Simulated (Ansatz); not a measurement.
Ansatz (a program for electronic structure) input for C3H5O, SMILES C([CH2])(C)=O, multiplicity 2, PBE0-D3(BJ)/def2-SVP. 

Ansatz 0.2 input:
```yaml
crystal:
  periodic: [false, false, false]
  atoms:
    - {symbol: C, position_ang: [0.90835123, 1.07149592, 0.00000000]}
    - {symbol: C, position_ang: [-0.12667890, 0.09715334, -0.00000001]}
    - {symbol: C, position_ang: [0.32190569, -1.34789694, 0.00000000]}
    - {symbol: O, position_ang: [-1.31655501, 0.40845656, 0.00000000]}
    - {symbol: H, position_ang: [1.94561756, 0.78924553, 0.00000001]}
    - {symbol: H, position_ang: [0.65399040, 2.11700937, 0.00000000]}
    - {symbol: H, position_ang: [0.92756115, -1.54721273, 0.88172539]}
    - {symbol: H, position_ang: [-0.54375828, -2.00399578, 0.00000000]}
    - {symbol: H, position_ang: [0.92756115, -1.54721273, -0.88172539]}
basis:
  gaussian:
    orbitals: def2-SVP
hamiltonian:
  xc: pbe0
  dispersion: d3bj
magnetization: {spin_polarized: true, initial_magnetization: 1}
relax: {f_tol: 0.002, max_steps: 200}
```

Output:

```
WARN ansatz: RAYON_NUM_THREADS=1 ignored (pool sized by the plan → 1); use --threads N
Functional definition: PBE0
integrals: 0.03 GiB planned
914 factors; integrals over basis functions are off by at most 4.7e-4 eV
mean field: 0.36 GiB planned
mean field evaluation 1: about -5223.0673 eV, gradient 3.3e1 eV
mean field evaluation 2: about -5220.9520 eV, gradient 4.1e1 eV
mean field evaluation 4: about -5227.9833 eV, gradient 1.5e0 eV
mean field evaluation 8: about -5228.0261 eV, gradient 8.6e-2 eV
mean field evaluation 16: about -5228.0264 eV, gradient 1.1e-4 eV
mean field -5228.02636773 eV, -192.1264253307 hartree, gradient 2.6e-5 eV, S^2 0.770410; 1 other end points of the search recorded, 0 dependent functions left out
the calculation of the forces begins
reference -5228.02638913 eV, -192.1264261170 hartree; 16, 15 occupied and 65, 66 virtual orbitals, 914 factors
relax step   1: F+E_penalty+E_count = -5228.14834270 eV  Δ(F+E_penalty+E_count) = +0.000e0 eV  max|allowed force component| = 6.492e-1 eV/Å  Δτ_max = 0.0000 Å  (40 SCF iters, accepted)
these checks for a lower state are left out or cut short: starts, cluster_reference, orbital_swaps, neighbouring_geometries, increment
integrals: 0.03 GiB planned
914 factors; integrals over basis functions are off by at most 4.7e-4 eV
mean field: 0.36 GiB planned
mean field -5228.05782771 eV, -192.1275814634 hartree, gradient 1.3e-5 eV, S^2 0.770007; 0 other end points of the search recorded, 0 dependent functions left out
the calculation of the forces begins
reference -5228.05784913 eV, -192.1275822507 hartree; 16, 15 occupied and 65, 66 virtual orbitals, 914 factors
relax step   2: F+E_penalty+E_count = -5228.17921950 eV  Δ(F+E_penalty+E_count) = -3.088e-2 eV  max|allowed force component| = 2.875e-1 eV/Å  Δτ_max = 0.0368 Å  (40 SCF iters, accepted)
these checks for a lower state are left out or cut short: starts, cluster_reference, orbital_swaps, neighbouring_geometries, increment
integrals: 0.03 GiB planned
914 factors; integrals over basis functions are off by at most 4.7e-4 eV
mean field: 0.36 GiB planned
mean field evaluation 32: about -5228.0373 eV, gradient 3.1e-3 eV
mean field -5228.06227417 eV, -192.1277448677 hartree, gradient 1.2e-5 eV, S^2 0.769523; 0 other end points of the search recorded, 0 dependent functions left out
the calculation of the forces begins
reference -5228.06229558 eV, -192.1277456546 hartree; 16, 15 occupied and 65, 66 virtual orbitals, 914 factors
relax step   3: F+E_penalty+E_count = -5228.18339296 eV  Δ(F+E_penalty+E_count) = -4.173e-3 eV  max|allowed force component| = 5.734e-2 eV/Å  Δτ_max = 0.0248 Å  (40 SCF iters, accepted)
these checks for a lower state are left out or cut short: starts, cluster_reference, orbital_swaps, neighbouring_geometries, increment
integrals: 0.03 GiB planned
914 factors; integrals over basis functions are off by at most 4.7e-4 eV
mean field: 0.36 GiB planned
mean field -5228.06246796 eV, -192.1277519896 hartree, gradient 1.2e-5 eV, S^2 0.769398; 0 other end points of the search recorded, 0 dependent functions left out
the calculation of the forces begins
reference -5228.06248936 eV, -192.1277527760 hartree; 16, 15 occupied and 65, 66 virtual orbitals, 914 factors
relax step   4: F+E_penalty+E_count = -5228.18357825 eV  Δ(F+E_penalty+E_count) = -1.853e-4 eV  max|allowed force component| = 1.689e-2 eV/Å  Δτ_max = 0.0041 Å  (32 SCF iters, accepted)
these checks for a lower state are left out or cut short: starts, cluster_reference, orbital_swaps, neighbouring_geometries, increment
integrals: 0.03 GiB planned
914 factors; integrals over basis functions are off by at most 4.7e-4 eV
mean field: 0.36 GiB planned
mean field -5228.06245227 eV, -192.1277514128 hartree, gradient 1.9e-5 eV, S^2 0.769419; 0 other end points of the search recorded, 0 dependent functions left out
the calculation of the forces begins
reference -5228.06247366 eV, -192.1277521990 hartree; 16, 15 occupied and 65, 66 virtual orbitals, 914 factors
relax step   5: F+E_penalty+E_count = -5228.18357661 eV  Δ(F+E_penalty+E_count) = +1.642e-6 eV  max|allowed force component| = 2.295e-2 eV/Å  Δτ_max = 0.0036 Å  (30 SCF iters, rejected (line search))
these checks for a lower state are left out or cut short: starts, cluster_reference, orbital_swaps, neighbouring_geometries, increment
integrals: 0.03 GiB planned
914 factors; integrals over basis functions are off by at most 4.7e-4 eV
mean field: 0.36 GiB planned
mean field -5228.06249249 eV, -192.1277528910 hartree, gradient 3.6e-5 eV, S^2 0.769391; 0 other end points of the search recorded, 0 dependent functions left out
the calculation of the forces begins
reference -5228.06251388 eV, -192.1277536772 hartree; 16, 15 occupied and 65, 66 virtual orbitals, 914 factors
relax step   6: F+E_penalty+E_count = -5228.18360840 eV  Δ(F+E_penalty+E_count) = -3.015e-5 eV  max|allowed force component| = 2.899e-3 eV/Å  Δτ_max = 0.0018 Å  (26 SCF iters, accepted)
these checks for a lower state are left out or cut short: starts, cluster_reference, orbital_swaps, neighbouring_geometries, increment
integrals: 0.03 GiB planned
914 factors; integrals over basis functions are off by at most 4.7e-4 eV
mean field: 0.36 GiB planned
mean field -5228.06249858 eV, -192.1277531147 hartree, gradient 1.8e-5 eV, S^2 0.769396; 0 other end points of the search recorded, 0 dependent functions left out
the calculation of the forces begins
reference -5228.06251997 eV, -192.1277539008 hartree; 16, 15 occupied and 65, 66 virtual orbitals, 914 factors
relax step   7: F+E_penalty+E_count = -5228.18361216 eV  Δ(F+E_penalty+E_count) = -3.760e-6 eV  max|allowed force component| = 5.149e-4 eV/Å  Δτ_max = 0.0010 Å  (26 SCF iters, accepted)
integrals: 0.03 GiB planned
914 factors; integrals over basis functions are off by at most 4.7e-4 eV
mean field: 0.36 GiB planned
mean field evaluation 64: about -5228.0625 eV, gradient 1.8e-5 eV
mean field -5228.06249858 eV, -192.1277531147 hartree, gradient 1.8e-5 eV, S^2 0.769396; 2 other end points of the search recorded, 0 dependent functions left out
the calculation of the forces begins
reference -5228.06251997 eV, -192.1277539008 hartree; 16, 15 occupied and 65, 66 virtual orbitals, 914 factors
Total energy: -5228.18363355 eV, -192.1322047429 hartree
Atom 0 at     0.920144     1.096626     0.000000 Å, force     0.000057     0.000019     0.000000 eV/Å
Atom 1 at    -0.111532     0.087730    -0.000000 Å, force     0.000515    -0.000160     0.000000 eV/Å
Atom 2 at     0.312741    -1.363757     0.000000 Å, force     0.000048     0.000029     0.000000 eV/Å
Atom 3 at    -1.295229     0.410747     0.000000 Å, force    -0.000438     0.000085    -0.000000 eV/Å
Atom 4 at     1.983794     0.844806     0.000000 Å, force    -0.000056     0.000242     0.000000 eV/Å
Atom 5 at     0.615486     2.145661     0.000000 Å, force     0.000066    -0.000165     0.000000 eV/Å
Atom 6 at     0.925927    -1.591354     0.886236 Å, force    -0.000141    -0.000038     0.000076 eV/Å
Atom 7 at    -0.579263    -2.002063    -0.000000 Å, force     0.000091     0.000028     0.000000 eV/Å
Atom 8 at     0.925927    -1.591354    -0.886236 Å, force    -0.000141    -0.000038    -0.000076 eV/Å
Dipole moment:     0.592512    -0.109463     0.000000 e Å
```

The run converged.

Cost: about 30 core-seconds (a rough figure).
